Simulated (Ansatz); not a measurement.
Species: sum formula FeOFH, net charge 0, quintet state. The spin state was set by rule; other spins were not relaxed. SMILES: [OH][Fe][F]
Coordinates optimised at B3LYP-D3(BJ)/def2-TZVP (Ansatz, a program for electronic structure):
```xyz
4

Fe     0.0098     0.0069    -0.0118
F      1.1358     0.9823    -0.9668
O     -1.1322    -1.0074     0.8995
H     -1.4195    -0.9617     1.8124
```
Charge 0, spin multiplicity 5.

Wanted: atomisation energy (electronic, to ground-state atoms), in kJ/mol. Correlated levels leave the core frozen unless marked. UHF or UKS for open shells. Spin-orbit coupling is left out. Frozen are the shells of the preceding noble gas and the d and f shells that filled before the atom's block. No relativistic terms. The coupled-cluster limit lacks core correlation, which all-electron functionals hold. CBS(X,Y): correlation extrapolated as X^-3; Hartree-Fock from the larger set. [CCSD(T)-MP2]/basis is that difference in the basis named.

```csv
level,program,atomisation energy (kJ/mol),minus last row
PBE0/STO-3G,Ansatz,1270.6,-89.1
PBE0/def2-SVP,Ansatz,1307.4,-52.3
LC-wPBE/def2-TZVPD,Ansatz,1391.4,31.7
MP2/def2-SVPD,Ansatz,1380.4,20.7
SCS-MP2/6-31G,Ansatz,1117.6,-242.1
CCSD(T)/def2-SVP,Ansatz,1199.2,-160.5
"RI-MP2/CBS(def2-TZVPPD,def2-QZVPPD)+[CCSD(T)-MP2]/def2-TZVPPD",Ansatz,1359.7,0.0
```
